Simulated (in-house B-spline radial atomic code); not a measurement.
Whole-atom quantities along the 13-electron series, configuration [Ne] 3s2 3p1. Breit and QED terms are first order and not part of the total energy; the density at the nucleus is averaged over the nuclear charge. Computed with a B-spline radial code for spherical atoms: Dirac-Hartree-Fock, average of the configuration, finite nuclei.

```csv
ion,Z,E/Z² (Eh),Σ<r²> (bohr²),n(0)/Z³ (bohr⁻³),Lamb diamagnetic shielding (ppm),repulsion over attraction,Breit energy (eV),self-energy (eV),vacuum polarisation (eV),Dirac less non-relativistic energy (Eh)
Al,13,-1.4339,33.427,0.67978,792.6,0.1635,1.1487,0.7942,-0.0474,-0.45404
Si+,14,-1.4755,20.074,0.69181,871.24,0.15644,1.4902,1.0378,-0.064029,-0.62713
P2+,15,-1.5133,14.063,0.70387,949.64,0.14929,1.8958,1.3302,-0.084697,-0.84674
S3+,16,-1.5476,10.598,0.71599,1027.99,0.14241,2.3713,1.6766,-0.11001,-1.1207
Cl4+,17,-1.579,8.3509,0.72811,1106.39,0.13593,2.9223,2.0821,-0.14062,-1.4576
Ar5+,18,-1.6076,6.786,0.74056,1184.88,0.12988,3.5546,2.5524,-0.17721,-1.8665
K6+,19,-1.6339,5.6415,0.75352,1263.51,0.12425,4.2738,3.0928,-0.22053,-2.3574
Ca7+,20,-1.6581,4.774,0.7666,1342.3,0.11903,5.0857,3.7091,-0.27137,-2.9407
Sc8+,21,-1.6804,4.0979,0.77986,1421.27,0.11417,5.9961,4.407,-0.33055,-3.6276
Ti9+,22,-1.7012,3.5592,0.79361,1500.44,0.10966,7.0109,5.1925,-0.39896,-4.4301
V10+,23,-1.7205,3.1222,0.80804,1579.82,0.10547,8.1357,6.0714,-0.47753,-5.3607
Cr11+,24,-1.7385,2.7623,0.82265,1659.43,0.10156,9.3766,7.0498,-0.56725,-6.4326
Mn12+,25,-1.7554,2.462,0.8376,1739.29,0.097911,10.739,8.1342,-0.66916,-7.6599
Fe13+,26,-1.7712,2.2085,0.8533,1819.41,0.0945,12.23,9.3307,-0.78435,-9.0574
Co14+,27,-1.7862,1.9926,0.86937,1899.8,0.091305,13.854,10.646,-0.91398,-10.641
Ni15+,28,-1.8003,1.8069,0.8867,1980.49,0.088308,15.618,12.086,-1.0593,-12.426
Cu16+,29,-1.8136,1.6461,0.90326,2061.48,0.085491,17.528,13.659,-1.2215,-14.43
Zn17+,30,-1.8263,1.5058,0.92114,2142.79,0.08284,19.59,15.37,-1.402,-16.67
```

(1) With what power of Z does the column «Breit energy (eV)» change over this range?

## Answers

(1) A fit of the logarithm of its size against log Z from Z = 13 to 30 has slope 3.39.
